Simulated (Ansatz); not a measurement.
```tsv
atom	x (Å)	y (Å)	z (Å)
C	-0.0229	0.0238	-0.7029
C	0.0451	-0.0141	0.6490
H	0.0071	-0.9752	-1.2178
H	-0.0247	0.8992	-1.2697
H	0.0182	-0.9572	1.2018
H	0.0414	0.9100	1.2587
```

Basis set: 6-31G (spherical functions). Frozen core: 2 orbitals. Charge 0, multiplicity 1.

Computed with Ansatz (development build ahead of 0.2.0); each method stands on the lowest determinant of its kind that the runs found. Restricted open shells among the atoms or ions are ROHF, correlated in semicanonical orbitals with singles.

The atomization energy at this shape (free ground-state atoms in the same class of orbitals less the molecule, no zero-point energy) of singlet C2H4:

| method | atomization energy |
| --- | --- |
| RHF-MP2 | 21.38 eV |

Question: What does RHF give?

Answer: 17.73 eV.

This basis has no polarisation functions and is too small for such energies, which can lie far from measured ones in either direction.
